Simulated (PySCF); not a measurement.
Species: C4H5F2PSi.
Geometry (PBE0-D3(BJ)/def2-SVP, Å), atoms numbered from 1 in this order:
```
atom  x, y, z in Å
F1    -0.1512   -2.1761   -0.6265
C2     0.4891   -1.0323   -0.4146
C3     1.8214   -0.8763   -0.5747
P4     2.2404    0.8688   -0.3981
C5     0.5197    1.1866    0.1419
F6     0.1411    2.3902    0.5309
C7    -0.3030    0.1200    0.0005
Si8   -2.1571    0.0765    0.2816
H9     2.4987   -1.6602   -0.9114
H10    2.8336    0.8970    0.9020
H11   -2.4859   -0.9218    1.3410
H12   -2.6074    1.4309    0.7069
H13   -2.8518   -0.3153   -0.9799
```

Level of theory: core-valence-separated Tamm–Dancoff BHandHLYP/aug-pcX-1 (pcseg-1 on H, def2-SVPD on P, def2-SVPD on Si) in PySCF, non-relativistic, gas phase, PBE0-D3(BJ)/def2-SVP geometry. BHandHLYP without relativity tends to put these K edges a few eV too low, so spacings mean more than positions.

The lowest roots of each edge with f over 0.003 (five at most, numbered afresh; weaker and dark ones are left out), with transition dipoles (au) in the frame of the coordinates:

| root | edge | E (eV) | μx | μy | μz |
| --- | --- | --- | --- | --- | --- |
| 1 | C | 282.73 | 0.0111 | -0.0183 | 0.0722 |
| 2 | C | 282.87 | -0.0118 | 0.0213 | -0.0780 |
| 3 | C | 284.31 | -0.0185 | 0.0244 | -0.0932 |
| 4 | C | 284.95 | 0.0124 | -0.0253 | 0.0943 |
| 5 | C | 285.31 | 0.0285 | 0.0478 | 0.0092 |
| 6 | F | 685.36 | 0.0072 | -0.0093 | 0.0209 |
| 7 | F | 685.67 | 0.0025 | -0.0061 | 0.0210 |
| 8 | F | 686.53 | 0.0173 | 0.0299 | 0.0064 |
| 9 | F | 686.54 | 0.0127 | -0.0301 | -0.0128 |
| 10 | F | 687.78 | -0.0067 | 0.0256 | 0.0102 |

Q: What are the oscillator strengths?

A: f = (2/3) ΔE |μ|², with ΔE in hartree (27.2114 eV):

```json
{"root": "1", "ΔE (Eh)": "10.3900", "|μ|² (au)": "0.005671", "f": "0.039", "core hole on": "C7"}
{"root": "2", "ΔE (Eh)": "10.3952", "|μ|² (au)": "0.006677", "f": "0.046", "core hole on": "C3"}
{"root": "3", "ΔE (Eh)": "10.4480", "|μ|² (au)": "0.009624", "f": "0.067", "core hole on": "C5"}
{"root": "4", "ΔE (Eh)": "10.4716", "|μ|² (au)": "0.009686", "f": "0.068", "core hole on": "C2"}
{"root": "5", "ΔE (Eh)": "10.4851", "|μ|² (au)": "0.003182", "f": "0.022", "core hole on": "C3"}
{"root": "6", "ΔE (Eh)": "25.1864", "|μ|² (au)": "0.000575", "f": "0.010", "core hole on": "F6"}
{"root": "7", "ΔE (Eh)": "25.1979", "|μ|² (au)": "0.000484", "f": "0.008", "core hole on": "F1"}
{"root": "8", "ΔE (Eh)": "25.2296", "|μ|² (au)": "0.001234", "f": "0.021", "core hole on": "F1"}
{"root": "9", "ΔE (Eh)": "25.2300", "|μ|² (au)": "0.001231", "f": "0.021", "core hole on": "F6"}
{"root": "10", "ΔE (Eh)": "25.2754", "|μ|² (au)": "0.000804", "f": "0.014", "core hole on": "F6"}
```

Q: Molecules are fixed in this frame and the field points along x. What effective strengths 3 f cos²θ do the roots have (θ between field and μ)?

A: root 1 (C7): 0.003, root 2 (C3): 0.003, root 3 (C5): 0.007, root 4 (C2): 0.003, root 5 (C3): 0.017, root 6 (F6): 0.003, root 7 (F1): 0.000, root 8 (F1): 0.015, root 9 (F6): 0.008, root 10 (F6): 0.002. Averaged over all orientations cos²θ is 1/3, which gives f back.

